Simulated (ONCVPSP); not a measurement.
**tungsten (W): from the effect back to the setting (ONCV)**

Base potential:

ONCVPSP 4.0.1 input, shortened (lines: element, Z, core and valence counts, functional; n l f; lmax; l rc ep ncon nbas qcut; lloc lpopt rc5 dvloc0; l nproj debl; icmod fcfact rcfact), LDA (Perdew-Zunger), scalar-relativistic:

```
  W 74.00   12    2        3      upf
    1    0    2.00
    2    0    2.00
    2    1    6.00
    3    0    2.00
    3    1    6.00
    3    2   10.00
    4    0    2.00
    4    1    6.00
    4    2   10.00
    4    3   14.00
    5    0    2.00
    5    1    6.00
    5    2    4.00
    6    0    2.00
    2
    0    2.90    0.00    4    9    2.50
    1    2.40    0.25    4    8    3.30
    2    1.65    0.00    4    7    6.30
    4    5    1.10    0.00
    0    2    0.80
    1    1    1.50
    2    3    0.80
    0    0.00    0.00
```

Cutoffs, loose and tight: the cutoffs (Ha) at which the residual kinetic energy of the hardest occupied pseudo-wave falls to 1 and 0.1 mHa per electron. They do not see the model core or the augmentation charge, which bear on the density cutoff. Test errors are all-electron minus pseudo excitation energies from the reference, over the configurations 5d4 6s1; 5d4 6s0; 5d3 6s0; 5d4 6s0 6p2; variants that change the core or the reference have their own tests.

Only the dvloc0 is moved:

```
dvloc0 (Ha)  cutoff, loose  cutoff, tight  bound ghosts  largest test error (meV)  median size of the test errors
       -1.5          14 Ha          17 Ha          s, p                       +83                        56.7 meV
       -0.5          14 Ha          17 Ha          s, p                       +81                        55.6 meV
          1          14 Ha          17 Ha          s, p                       +81                        52.8 meV
          3          14 Ha          17 Ha          s, p                       +81                        49.0 meV
        4.5          14 Ha          17 Ha          s, p                       +81                        45.6 meV
        5.5          14 Ha          17 Ha          s, p                       +81                        43.0 meV
        9.5          14 Ha          17 Ha          s, p                       +81                        23.8 meV
```

Problem. One more run gave cutoff, loose: 14 Ha; cutoff, tight: 17 Ha; bound ghosts: s, p; largest test error (meV): +81; median size of the test errors: 35.9 meV. Which value of the dvloc0 was used?

Solution. 7.5 Ha. The median size of the test errors moves one way along this sweep, from 56.7 meV at -1.5 to 23.8 meV at 9.5 Ha, which places the run between 5.5 and 9.5 Ha.
